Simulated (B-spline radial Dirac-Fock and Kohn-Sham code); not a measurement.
# Internal conversion coefficients of Bi at 36.5 keV

Z = 83 (bismuth), transition energy 36.5 keV. These are calculated numbers from a radial atomic solver; the model is a Dirac-Hartree-Slater potential of the neutral atom with a Latter tail (no hole, which puts coefficients of high multipoles low close above an edge), finite nucleus with surface currents. The K shell is not open to conversion at this energy. Subshells that would emit electrons below 1 keV are left out.

| subshell | electron energy (keV) | E4 | M1 | M2 | M3 | M5 |
| --- | --- | --- | --- | --- | --- | --- |
| L1 | 20.11 | 9050 | 25.5 | 1310 | 25900 | 4.59e+06 |
| L2 | 20.79 | 569000 | 2.75 | 87.7 | 1700 | 399000 |
| L3 | 23.08 | 582000 | 0.236 | 634 | 135000 | 1.91e+08 |
| M1 | 32.50 | 4240 | 5.96 | 353 | 9860 | 4.80e+06 |
| M2 | 32.80 | 256000 | 0.701 | 27.6 | 760 | 410000 |
| M3 | 33.32 | 224000 | 0.0598 | 177 | 42500 | 1.14e+08 |
| M4 | 33.81 | 172000 | 0.00628 | 2.97 | 552 | 2.14e+06 |
| M5 | 33.92 | 198000 | 0.00353 | 0.195 | 872 | 5.34e+07 |
| total |  | 2.30e+06 | 37.4 | 2780 | 236000 | 4.34e+08 |

Task: For a pure M1 transition, what fraction of decays emits a photon?

Result: 1/(1 + α) = 0.0260 with the total α = 37.4; the total includes the outer subshells that are not listed.
